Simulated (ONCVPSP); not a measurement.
**Se: ONCV pseudisation with PBE, scalar-relativistic reference atom.**

Input for ONCVPSP 4.0.1:

```
# ATOM AND REFERENCE CONFIGURATION
# atsym  z   nc   nv     iexc    psfile
  Se 34.00    3    5        4      upf
#
#   n    l    f
    1    0    2.00
    2    0    2.00
    2    1    6.00
    3    0    2.00
    3    1    6.00
    3    2   10.00
    4    0    2.00
    4    1    2.00
#
# PSEUDOPOTENTIAL AND OPTIMIZATION
# lmax
    2
#
#   l,   rc,      ep,       ncon, nbas, qcut
    0    1.15    0.00    4    7   10.00
    1    1.00    0.00    4    8   14.40
    2    0.55    0.00    4    9   16.60
#
# LOCAL POTENTIAL
# lloc, lpopt,  rc(5),   dvloc0
    4    5    0.45    0.00
#
# VANDERBILT-KLEINMAN-BYLANDER PROJECTORs
# l, nproj, debl
    0    2    0.90
    1    2    1.50
    2    3    1.40
#
# MODEL CORE CHARGE
# icmod, fcfact, rcfact
    0    0.00    0.00
#
# LOG DERIVATIVE ANALYSIS
# epsh1, epsh2, depsh
  -10.00    5.00    0.04
#
# OUTPUT GRID
# rlmax, drl
    6.00    0.01
#
# TEST CONFIGURATIONS
# ncnf
    4
# nvcnf
#   n    l    f
    5
    3    0    2.00
    3    1    6.00
    3    2   10.00
    4    0    2.00
    4    1    4.00
#
    5
    3    0    2.00
    3    1    6.00
    3    2   10.00
    4    0    2.00
    4    1    3.00
#
    5
    3    0    2.00
    3    1    6.00
    3    2   10.00
    4    0    2.00
    4    1    1.00
#
    5
    3    0    2.00
    3    1    6.00
    3    2   10.00
    4    0    1.00
    4    1    5.00
#
```

Command:

```bash
oncvpsp.x < Se.dat > Se.out
```

Output (shortened: citation, most of the input echo, consistency checks and plot data are left out):

```
ONCVPSP  (Optimized Norm-Conservinng Vanderbilt PSeudopotential)
scalar-relativistic version 4.0.1

#   n    l    f        energy (Ha)
    1    0    2.00    -4.6040627E+02
    2    0    2.00    -5.9905002E+01
    2    1    6.00    -5.2792057E+01
    3    0    2.00    -8.6824915E+00
    3    1    6.00    -6.4577108E+00
    3    2   10.00    -2.7861671E+00
    4    0    2.00    -1.3830741E+00
    4    1    2.00    -9.3578866E-01

Reference configufation results
  iterations    22
  all-electron total energy (Ha)   -2.42881713D+03

Begin loop to  construct optimized pseudo wave functions
and semi-local pseudopoentials for all angular momenta

Calculating optimized projector #   1

 for l=   0

    Fraction of norm inside rc  0.986083
    Optimizing pswf for qcut=   9.98 a_B^-1,  ecut=  49.85 Ha
    Residual kinetic energy error=  2.16D-06 Ha

    Energy error per electron        Cutoff
         Ha          eV             Ha
         0.01000     0.27211       20.99
         0.00100     0.02721       26.18
         0.00010     0.00272       30.29
         0.00001     0.00027       40.85

Calculating optimized projector #   2

 for l=   0

    Fraction of norm inside rc  0.158588
    Optimizing pswf for qcut=   9.98 a_B^-1,  ecut=  49.85 Ha
    Residual kinetic energy error=  5.38D-05 Ha

    Energy error per electron        Cutoff
         Ha          eV             Ha
         0.01000     0.27211       17.31
         0.00100     0.02721       24.42
         0.00010     0.00272       46.25
         0.00001     0.00027      112.68

Calculating optimized projector #   1

 for l=   1

    Fraction of norm inside rc  0.943871
    Optimizing pswf for qcut=  14.42 a_B^-1,  ecut= 103.90 Ha
    Residual kinetic energy error=  2.98D-07 Ha

    Energy error per electron        Cutoff
         Ha          eV             Ha
         0.01000     0.27211       56.99
         0.00100     0.02721       70.78
         0.00010     0.00272       82.27
         0.00001     0.00027       91.64

Calculating optimized projector #   2

 for l=   1

    Fraction of norm inside rc  0.055589
    Optimizing pswf for qcut=  14.42 a_B^-1,  ecut= 103.90 Ha
    Residual kinetic energy error=  5.68D-08 Ha

    Energy error per electron        Cutoff
         Ha          eV             Ha
         0.01000     0.27211       44.58
         0.00100     0.02721       60.38
         0.00010     0.00272       74.00
         0.00001     0.00027       85.39

WARNING wellstate: negative energy specified for n= 4 l=  2
WARNING scattering state with energy  0.25000000
WARNING will be used for the first projector

   Wellstate for l =  2  n =  5
     eigenvalue =   0.2500
     asymptotic potential =   0.7500
     half-point radius =  4.7901

   Wellstate for l =  2  n =  5
     eigenvalue =   1.6500
     asymptotic potential =   2.1500
     half-point radius =  2.3230

Calculating optimized projector #   1

 for l=   2

    Fraction of norm inside rc  0.479490
    Optimizing pswf for qcut=  16.60 a_B^-1,  ecut= 137.71 Ha
    Residual kinetic energy error=  7.70D-02 Ha

    Energy error per electron        Cutoff
         Ha          eV             Ha
         0.01000     0.27211      604.54
         0.00100     0.02721     1004.73
         0.00010     0.00272     1283.97
         0.00001     0.00027     1915.57

Calculating optimized projector #   2

 for l=   2

    Fraction of norm inside rc  0.015207
    Optimizing pswf for qcut=  16.60 a_B^-1,  ecut= 137.71 Ha
    Residual kinetic energy error=  3.60D-03 Ha

    Energy error per electron        Cutoff
         Ha          eV             Ha
         0.01000     0.27211      118.99
         0.00100     0.02721      166.26
         0.00010     0.00272      879.93
         0.00001     0.00027     1306.67

Calculating optimized projector #   3

 for l=   2

    Fraction of norm inside rc  0.020941
    Optimizing pswf for qcut=  16.60 a_B^-1,  ecut= 137.71 Ha
    Residual kinetic energy error=  6.32D-03 Ha

    Energy error per electron        Cutoff
         Ha          eV             Ha
         0.01000     0.27211      129.78
         0.00100     0.02721      226.67
         0.00010     0.00272     1163.05
         0.00001     0.00027     1344.92

Construct Vanderbilt / Kleinmman-Bylander projectors

B matrix Hermiticity error, ll=   0
   1   2    1.8030E-03

  Orthonormal projector coefficients  3.9226E+01  3.8225E+00

B matrix Hermiticity error, ll=   1
   1   2    1.0696E-03

  Orthonormal projector coefficients  2.6237E+01  2.9713E+00

B matrix Hermiticity error, ll=   2
   1   2   -3.5407E-04
   1   3   -6.3310E-04
   2   3   -3.9461E-05

  Orthonormal projector coefficients -9.9239E+02 -1.2061E+02 -1.6224E+01

Pseudoatom total energy -372.195516

Diagnostic tests using Vanderbilt-Kleinman-Bylander pseudopotentials
  1 or more projectors used as specified by nproj input data

   l    rcore       rmatch      e in        delta e   norm test  slope test

   0   1.1536837   1.1887121  -8.6824915   0.0000138   1.0003635   1.0003083
   0   1.1536837   1.1887121  -1.3830741   0.0000094   1.0000603   1.0000429

   1   1.0053869   1.0359126  -6.4577108   0.0000373   1.0003027   1.0003108
   1   1.0053869   1.0359126  -0.9357887   0.0000405   1.0001128   1.0000832

   2   0.5527581   0.5695411  -2.7861671   0.0001629   1.0003307   1.0002932
   2   0.5527581   0.5695411   0.2500000   0.0000187   1.0007563   1.0007563
   2   0.5527581   0.5695411   1.6500000  -0.0000473   1.0008319   1.0008319

 Testing for bound ghosts
   n   l    E NL Schr. Eq   E Basis Diag.   E Cutoff

   1   0       -8.682478       -8.682447    143.75
   2   0       -1.383065       -1.351242    143.75

   2   1       -6.457674       -6.457666    301.08
   3   1       -0.935748       -0.751190    301.08

       2                      -18.775348   1811.34  WARNING - GHOST(-)
   3   2       -2.786004       -2.708799   1811.34

 Testing for highly-localized positive-energy ghosts
       l    <radius>/rc     E Basis Diag.   E Cutoff

       0        0.719459        9.082887    143.75  WARNING - GHOST(+)

       2        0.962137      243.276269   1811.34  WARNING - GHOST(+)

Test configuration 0

   n   l     f        eae           eps        diff
   1   0  2.0000 -460.40626776
   2   0  2.0000  -59.90500246
   2   1  6.0000  -52.79205652
   3   0  2.0000   -8.68249154   -8.68247774    1.38D-05
   3   1  6.0000   -6.45771085   -6.45767351    3.73D-05
   3   2 10.0000   -2.78616712   -2.78600423    1.63D-04
   4   0  2.0000   -1.38307407   -1.38306468    9.39D-06
   4   1  2.0000   -0.93578866   -0.93574820    4.05D-05

    Total energies and differences
      AE_ref= -2.42881713D+03  AE_tst= -2.42881713D+03  dif=  0.00D+00
      PS_ref= -3.72195516D+02  PS_tst= -3.72195516D+02  dif=  2.84D-13
      PSP excitation error= -2.84D-13

Test configuration 1

   n   l     f        eae           eps        diff
   1   0  2.0000 -459.55540933
   2   0  2.0000  -59.06346228
   2   1  6.0000  -51.94933099
   3   0  2.0000   -7.84646070   -7.84634951    1.11D-04
   3   1  6.0000   -5.62191104   -5.62215506   -2.44D-04
   3   2 10.0000   -1.95230395   -1.95222060    8.33D-05
   4   0  2.0000   -0.63530042   -0.63528894    1.15D-05
   4   1  4.0000   -0.23929200   -0.23928038    1.16D-05

    Total energies and differences
      AE_ref= -2.42881713D+03  AE_tst= -2.42996348D+03  dif= -1.15D+00
      PS_ref= -3.72195516D+02  PS_tst= -3.73341994D+02  dif= -1.15D+00
      PSP excitation error=  1.35D-04

Test configuration 2

   n   l     f        eae           eps        diff
   1   0  2.0000 -459.94626711
   2   0  2.0000  -59.45124352
   2   1  6.0000  -52.33751397
   3   0  2.0000   -8.23244357   -8.23234883    9.47D-05
   3   1  6.0000   -6.00783338   -6.00797511   -1.42D-04
   3   2 10.0000   -2.33760164   -2.33747861    1.23D-04
   4   0  2.0000   -0.98705246   -0.98704147    1.10D-05
   4   1  3.0000   -0.56618812   -0.56616764    2.05D-05

    Total energies and differences
      AE_ref= -2.42881713D+03  AE_tst= -2.42956493D+03  dif= -7.48D-01
      PS_ref= -3.72195516D+02  PS_tst= -3.72943398D+02  dif= -7.48D-01
      PSP excitation error=  8.84D-05

Test configuration 3

   n   l     f        eae           eps        diff
   1   0  2.0000 -460.92534538
   2   0  2.0000  -60.41417354
   2   1  6.0000  -53.30244946
   3   0  2.0000   -9.18567668   -9.18581719   -1.41D-04
   3   1  6.0000   -6.96057891   -6.96026788    3.11D-04
   3   2 10.0000   -3.28692252   -3.28671489    2.08D-04
   4   0  2.0000   -1.81255605   -1.81254618    9.87D-06
   4   1  1.0000   -1.33821102   -1.33812952    8.15D-05

    Total energies and differences
      AE_ref= -2.42881713D+03  AE_tst= -2.42768273D+03  dif=  1.13D+00
      PS_ref= -3.72195516D+02  PS_tst= -3.71060995D+02  dif=  1.13D+00
      PSP excitation error= -1.18D-04

Test configuration 4

   n   l     f        eae           eps        diff
   1   0  2.0000 -459.61634800
   2   0  2.0000  -59.12268290
   2   1  6.0000  -52.00836200
   3   0  2.0000   -7.90656837   -7.90688674   -3.18D-04
   3   1  6.0000   -5.68171960   -5.68228931   -5.70D-04
   3   2 10.0000   -2.01078580   -2.01124704   -4.61D-04
   4   0  1.0000   -0.66564782   -0.66563411    1.37D-05
   4   1  5.0000   -0.26193158   -0.26192369    7.88D-06

    Total energies and differences
      AE_ref= -2.42881713D+03  AE_tst= -2.42956359D+03  dif= -7.46D-01
      PS_ref= -3.72195516D+02  PS_tst= -3.72942077D+02  dif= -7.47D-01
      PSP excitation error=  1.09D-04
```

Note: ghosts flagged at negative energy: d at -510.9 eV; GHOST(+) flagged for s at 247.2 eV. A true bound ghost makes a file unfit for plane-wave use.

The run took about 8 s on one core of a shared server CPU.
